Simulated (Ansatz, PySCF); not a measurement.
Noncovalent pair: CH4O (SMILES CO) (first 6 atoms) with CH2F2 (SMILES FCF); geometry from B3LYP-D3(BJ)/def2-TZVP, rigid monomers moved along the line of their centres of mass till O2···H11 is 2.05 Å.
(charge 0, multiplicity 1):
```xyz
11

C      0.387    -0.581     0.425
O      0.263     0.755     0.909
H     -0.270    -0.764    -0.431
H      0.092    -1.238     1.240
H      1.418    -0.817     0.143
H      0.540     1.364     0.218
F     -0.026    -1.059     3.644
C      0.235     0.259     3.906
F      1.376     0.325     4.654
H     -0.590     0.658     4.499
H      0.393     0.773     2.960
```

Interaction energies are E(AB) − E(A) − E(B) at the monomers' geometry in the complex; basis-set methods are counterpoise corrected. Rows marked so take none.

Correlated levels freeze the cores. Rows in 3-21G, 6-311+G**, 6-31G* carry no dispersion term and start afresh at each structure (6-31G* with six Cartesian d functions).

Programs: Ansatz (Gaussian orbitals); PySCF for 3-21G rows, 6-311+G** rows, 6-31G* rows, the dispersion terms. Each number belongs to the level named beside it.

```tsv
level	interaction energy (kJ/mol)
HF/6-31G*	-2.7
HF/6-31G* (no counterpoise)	-8.9
PBE/def2-TZVPPD	-6.1
r2SCAN/def2-TZVPPD	-7.9
B3LYP/3-21G (no counterpoise)	-42.6
B3LYP/6-311+G** (no counterpoise)	-9.9
B3LYP-D4/def2-TZVPPD	-10.8
PBE0/def2-TZVPPD	___
SCS-MP2/aug-cc-pVDZ	___
```

Task: Fill in the missing entries.

Result: 
- PBE0/def2-TZVPPD, interaction energy (kJ/mol): -7.1
- SCS-MP2/aug-cc-pVDZ, interaction energy (kJ/mol): -5.4

Ansatz is a first-principles code.
